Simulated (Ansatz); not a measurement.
Consider the formal exchange of groups at the Se–B bond: `OCOB[SeH]` + `C[O][GeH3]` → `C[O][GeH2][SeH]` + `BOCO`.

Gas-phase electronic energies from Ansatz, PBE0-D4/def2-TZVP geometries. CCSD(T)/CBS is the MP2 limit (def2-TZVPP, def2-QZVPP) plus CCSD(T) − MP2 in def2-TZVPP, frozen cores. DFT in def2-TZVPP. B3LYP here is the variant with VWN-RPA as its local correlation; programs differ in this. For Ge, Se outer-core shells are correlated without core-valence functions, which leaves a few kJ/mol of doubt a bond. Scalar relativity is left out up to krypton. Each species was taken in one conformer, which may not be the lowest.

`OCOB[SeH]`:

```xyz
10

O    -0.151    1.550   -1.583
C    -0.362    0.645   -0.569
O     0.854   -0.006   -0.250
B     0.979   -1.022    0.619
Se   -0.433   -1.878    1.658
H     0.452    2.231   -1.271
H    -0.745    1.120    0.344
H    -1.086   -0.084   -0.943
H     2.068   -1.474    0.802
H    -1.576   -1.082    1.194
```

`C[O][GeH3]`:

Z-matrix (Å, degrees):
```
C
O 1 1.406
H 1 1.099 2 112.2
H 1 1.093 2 108.1 3 119.0
H 1 1.099 2 112.2 3 -122.0
Ge 2 1.779 1 117.8 3 61.0
H 6 1.542 2 108.9 1 -59.8
H 6 1.531 2 104.9 1 -180.0
H 6 1.542 2 108.9 1 59.9
```

`C[O][GeH2][SeH]`:

Cartesian coordinates in Å:
```
C 1.018 0.119 -1.235
O 1.041 -0.117 0.154
Ge -0.358 0.367 1.130
Se -2.318 -0.716 0.407
H 1.953 -0.258 -1.654
H 0.185 -0.401 -1.723
H 0.943 1.189 -1.469
H -0.638 1.869 0.937
H 0.027 -0.033 2.556
H -1.853 -2.020 0.897
```

`BOCO`:

```xyz
9

B     0.234   -0.533   -1.464
O     0.302   -0.679   -0.129
C    -0.407    0.178    0.746
O     0.441    1.096    1.336
H    -0.481    0.307   -1.940
H     0.897   -1.275   -2.127
H    -0.892   -0.471    1.483
H    -1.153    0.750    0.189
H     1.059    0.626    1.905
```

Q: Is it downhill or uphill in electronic energy at CCSD(T)/CBS, and by how much? (Estimate.)

A: The calculation gave: Downhill: ΔE = -1.8 kcal/mol.

Q: What do these levels give: r2SCAN-D4, PBE0-D4, B3LYP-D4, ωB97X-V, r2SCAN, B3LYP, HF/def2-TZVPP, MP2/def2-TZVPP, CCSD/def2-TZVPP, CCSD(T)/def2-TZVPP, MP2/CBS(def2), CCSD/CBS(def2)? (Best estimate.)

A: The calculation gave: r2SCAN-D4 -1.1, PBE0-D4 -1.7, B3LYP-D4 -2.6, ωB97X-V -2.2, r2SCAN -1.1, B3LYP -2.6, HF/def2-TZVPP -4.1, MP2/def2-TZVPP -2.1, CCSD/def2-TZVPP -2.0, CCSD(T)/def2-TZVPP -1.7, MP2/CBS(def2) -2.2, CCSD/CBS(def2) -2.1 kcal/mol.

Largest T1 diagnostic among the species: 0.013.

In def2-TZVPP, CCSD(T) changes the Hartree–Fock value by +2.4 kcal/mol (the triples alone add +0.3 kcal/mol) and MP2 by +2.0 kcal/mol.
